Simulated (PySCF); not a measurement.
# Electron correlation in Rh⁺ (rhodium, charge +1)

[Kr] 4d8, high-spin 3F determinant. All numbers are calculated (PySCF 2.14, a scalar-relativistic core potential, in aug-cc-pVTZ-PP with ECP28MDF (6s6p5d3f2g, 88 functions)). Frozen: 4s2 4p6; 8 electrons correlated.

| level | correlation energy (mhartree) |
| --- | --- |
| CCSD | -217.97 |
| (T) | -7.92 |
| CCSD(T) | -225.89 |

Diagnostics: T1 = 0.0032, D1 = 0.0048, largest double amplitude 0.018.

Cost of the coupled-cluster step: roughly 40 core-seconds, for 8 correlated electrons.
